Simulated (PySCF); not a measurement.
AlFBr2, SMILES [F][Al]([Br])[Br].

Geometry optimised at B3LYP-D3(BJ)/def2-SVP. The structure was generated by enumeration; whether it is a known compound was not checked.

Computed with PBE/def2-TZVPD (PySCF).

The molecule is in vacuum.

Problem. Estimate the frontier levels, gap, dipole moment and polarisability. (The exact figures need the calculation; the answer reports its results.)

Solution. 
| Item | Value |
|---|---|
| highest occupied level | -7.65 eV |
| lowest empty level | -2.54 eV |
| orbital gap | 5.11 eV |
| dipole moment | 0.76 D |
| quadrupole, principal values (traceless, Buckingham form, about the centre of nuclear charge) | -6.22, 0.24, 5.98 D·Å |
| mean static polarisability | 68.8 bohr³ (10.20 Å³) |
| polarisability, principal values | 55.5, 63.5, 87.5 bohr³ |
